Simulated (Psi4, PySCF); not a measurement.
C$_{4}$H$_{9}$ (SMILES [CH2-]CCC), charge -1, singlet, geometry from GFN2-xTB (in this run its highest filled SCF level lies above zero, so its values depend strongly on the basis, on diffuse functions most of all), atoms displaced at random by about 0.03 Å a coordinate. Base run: TPSS/STO-3G, gradient in PySCF.

Input for PySCF:
```python
from pyscf import gto, scf, dft

mol = gto.Mole()
mol.atom = '''
    C     0.803010    1.886847    0.000859
    C     0.724244    0.423190   -0.011447
    C    -0.669894   -0.220914    0.017514
    C    -0.626047   -1.789923    0.038119
    H    -1.724259   -2.151185    0.006262
    H     0.253871    2.298341    0.885884
    H     0.245405    2.312942   -0.926331
    H    -0.089448   -2.124725    0.898435
    H    -0.132411   -2.172947   -0.835203
    H     1.312086   -0.010606   -0.919052
    H     1.231585    0.033827    0.866613
    H    -1.234500    0.055161   -0.813844
    H    -1.238161    0.116413    0.844629
'''
mol.basis = 'sto-3g'
mol.charge = -1
mol.spin = 0
mol.verbose = 4
mol.build()

mf = dft.RKS(mol)
mf.xc = 'tpss'
mf.kernel()
g = mf.nuc_grad_method()
grad = g.kernel()
```

Programs used: Psi4, PySCF; a row that names a program was run with it.

The coordinate followed is x of atom 2.

The base run was repeated with changes; each row names its change, and settings that it needs were set with it.

```tsv
change	dE/dx (Eh/bohr)	net force (Eh/bohr)
base	-0.036838	0.000022
finite difference step (bohr) = 0.2; conv_tol = 1e-11	-0.041455	-
finite difference step (bohr) = 1e-5; conv_tol = 1e-11	-0.036932	-
grid_response = on	-0.036932	0.000000
finite difference step (bohr) = 1e-4; conv_tol = 1e-11	-0.036932	-
conv_tol = 1e-4	-0.036733	0.000022
code = psi4	-0.036808	0.000014
finite difference step (bohr) = 0.05; conv_tol = 1e-11	-0.037212	-
conv_tol = 1e-11	-0.036838	0.000022
grids.level = 5; grid_response = on	-0.036837	0.000000
grids.level = 1; grid_response = on	-0.037036	0.000000
grids.level = 0; grid_response = on	-0.028396	0.000000
```

The net force is zero for an exact gradient.
